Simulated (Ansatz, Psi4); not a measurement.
# Psi4 → Ansatz

This Psi4 1.11 job computes doublet C2H8OSi+:

input.dat:
```
memory 1600 MB

molecule molecule1 {
  1 2
  C     -2.76277959    -0.59545270    -0.24642029
  C     -0.36490611    -1.12476499     1.26725034
  Si     2.54753979     0.26116015    -0.16742973
  O      2.37727546     3.36881476    -0.43388112
  H     -2.61670376    -1.32526493    -2.17469682
  H     -3.13524461     1.43297932    -0.37548858
  H     -4.42460475    -1.46510466     0.61756250
  H     -0.55198900    -0.39854324     3.19684969
  H     -0.05877048    -3.16680304     1.44979788
  H      2.94003590    -0.89478532    -2.71270185
  H      4.78214093    -0.23602679     1.45338836
  H      1.41370411     4.03947856    -1.81016865
  units au
  symmetry c1
  no_reorient
  no_com
}

set {
  reference uhf
  puream true
  e_convergence 1e-09
  d_convergence 1e-08
  scf_type pk
  num_frozen_docc 8
  mp2_type conv
  maxiter 100
}

energy("mp2/cc-pVDZ")
print_variables()
```

```bash
$ psi4 input.dat output.dat -n 1
```

The shape is that of a PBE0-D4/def2-TZVP optimisation. This is one conformer, not always the lowest. That shape belongs to the parent species and isn't relaxed for this state.

It gives a total energy of -444.436652 Eh.

Problem. Write the same calculation for Ansatz 0.2.0 as an input file of the program's own.

Solution. This input was run:

in.yaml:
```yaml
crystal:
  periodic: [false, false, false]
  atoms:
    - {symbol: C, position_ang: [-1.462000, -0.315100, -0.130400]}
    - {symbol: C, position_ang: [-0.193100, -0.595200, 0.670600]}
    - {symbol: Si, position_ang: [1.348100, 0.138200, -0.088600]}
    - {symbol: O, position_ang: [1.258000, 1.782700, -0.229600]}
    - {symbol: H, position_ang: [-1.384700, -0.701300, -1.150800]}
    - {symbol: H, position_ang: [-1.659100, 0.758300, -0.198700]}
    - {symbol: H, position_ang: [-2.341400, -0.775300, 0.326800]}
    - {symbol: H, position_ang: [-0.292100, -0.210900, 1.691700]}
    - {symbol: H, position_ang: [-0.031100, -1.675800, 0.767200]}
    - {symbol: H, position_ang: [1.555800, -0.473500, -1.435500]}
    - {symbol: H, position_ang: [2.530600, -0.124900, 0.769100]}
    - {symbol: H, position_ang: [0.748100, 2.137600, -0.957900]}
basis:
  gaussian:
    orbitals: cc-pVDZ
total_charge: 1
magnetization:
  spin_polarized: true
  initial_magnetization: 1
correlation:
  method: mp2
  frozen_orbitals: {C: 1, H: 0, O: 1, Si: 5}
accuracy: high
```

```bash
$ ansatz run in.yaml --threads 1 --pin off --max-ram 3480MiB --events-out events.jsonl --progress --plain --runs-dir runs
```

Its energy is -444.436652 Eh, the same as the first but for the last digit, at most.
